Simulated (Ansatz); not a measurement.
System: sum formula AlN2H4F, net charge 0, singlet state. 
Coordinates optimised at B3LYP-D3(BJ)/def2-TZVP (Ansatz, a program for electronic structure):
```xyz
8

N     -1.4664    -0.8877     0.3481
Al     0.0003     0.0264     0.0062
N      1.4466    -0.6761    -0.7139
F      0.0207     1.6396     0.3835
H     -1.6014    -1.8685     0.1655
H     -2.2946    -0.4889     0.7597
H      1.5571    -1.6390    -0.9860
H      2.2865    -0.1562    -0.9106
```

Property: atomisation energy (electronic, to ground-state atoms), in eV. Cores are frozen in the correlated levels unless marked. Open shells are spin-unrestricted. No spin-orbit coupling. No relativistic terms. The coupled-cluster limit lacks core correlation, which all-electron functionals hold. CBS marks a two-point X^-3 extrapolation of the correlation energy; Hartree-Fock from the larger set.

```json
[
 {"level": "PBE0-D4/def2-TZVP", "program": "Ansatz + dftd4", "atomisation energy (eV)": "29.75"},
 {"level": "BHLYP/def2-TZVPD", "program": "Ansatz", "atomisation energy (eV)": "28.97"},
 {"level": "r2SCANh-D4/def2-TZVPD", "program": "Ansatz + dftd4", "atomisation energy (eV)": "29.74"},
 {"level": "CAM-B3LYP/def2-TZVPD", "program": "Ansatz", "atomisation energy (eV)": "(withheld)"},
 {"level": "CCSD(T)/CBS(aug-cc-pV(T+d)Z,aug-cc-pV(Q+d)Z)", "program": "Ansatz", "atomisation energy (eV)": "(withheld)"}
]
```

### Question
What belongs in the gaps?

### Answer

- CAM-B3LYP/def2-TZVPD, atomisation energy (eV): 30.36
- CCSD(T)/CBS(aug-cc-pV(T+d)Z,aug-cc-pV(Q+d)Z), atomisation energy (eV): 30.39
